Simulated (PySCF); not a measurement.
```xyz
4
charge 0 multiplicity 1, angstrom
Zr    0.0000    0.0000    0.2503
O     0.0000    0.0000    1.9753
Cl    2.1566    0.0000   -0.7693
Cl   -2.1566    0.0000   -0.7693
```

These are results of PySCF, PBE0, basis Zr def2-SVP with ECP28, O def2-SVP, Cl def2-SVP (scalar-relativistic core potentials, no spin–orbit coupling, density fitting), not measurements.

This geometry of ZrOCl₂ is a stationary point at this level.

Problem. What is the point group?

Solution. C2v.

Problem. Is it a minimum?

Solution. No: it has 1 imaginary mode, at 46i cm⁻¹ (b1).

Problem. List the harmonic modes with their infrared intensities.

Solution. 
```
symmetry  ω (cm⁻¹)  IR (km/mol)
      b1       46i            –
      a1        95          5.3
      b2       190          2.4
      a1       363         21.8
      b2       432          141
      a1      1001          225
```

In C2v the vibrations span b1 + 3a1 + 2b2. Here b1 is antisymmetric to the molecular plane and b2 lies in it.

Only a few start shapes were tried, so a lower isomer may exist.
